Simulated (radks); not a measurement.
Valence configurations of B II (all share [He]). Calculated with a radial shooting solver on a logarithmic mesh with Libxc functionals: scalar-relativistic Kohn-Sham, PBE, spin-unpolarised, spherical densities, finite nucleus; Fermi nuclear charge, rms radius 2.406 fm. Order these by energy: 2s0.5 2p1.5; 2p2; 2s1 2p1; 2s1.5 2p0.5; 2s2.

Answer. From the lowest, in eV above it: 2s2 0.000; 2s1.5 2p0.5 3.072; 2s1 2p1 6.141; 2s0.5 2p1.5 9.207; 2p2 12.268. NIST lists [He] 2s2 as the ground configuration; this level of theory agrees among the configurations tried. The energies are those of spherical spin-averaged densities, not of single terms.
